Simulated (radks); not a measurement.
Spherical jellium clusters: N electrons in a uniform positive sphere of charge N and radius rs N^(1/3), rs = 4.12 bohr. Calculated with a radial shooting solver with Libxc functionals: non-relativistic Kohn-Sham, LDA (Slater exchange, Perdew-Wang correlation), spin-polarised, spherical densities. Levels are named by radial order and angular momentum (1s, 1p, 1d, 2s, ...), and open shells are averaged over m.

N = 9, configuration 1s2 1p6 1d(up 1, down 0). This is the lowest configuration that the search found. Occupied and some empty levels:

level    occupation  eigenvalue (eV)  <r> (bohr)
1s up             1          -4.5101       5.678
1s down           1          -4.4162       5.610
1p up             3          -3.4169       6.831
1p down           3          -3.2964       6.813
1d up             1          -2.0853       7.885
1d down           0          -1.9588       7.914
2s up             0          -1.5970       7.668
2s down           0          -1.5310       7.738
1f up             0         -0.66662       9.278
1f down           0         -0.55428       9.417
2p up             0         -0.51469       11.15
2p down           0         -0.46289       11.39

Energy (eV): total -15.9554, kinetic 14.502, external -302.14, Hartree 148.41, exchange-correlation -31.038, background 154.32.
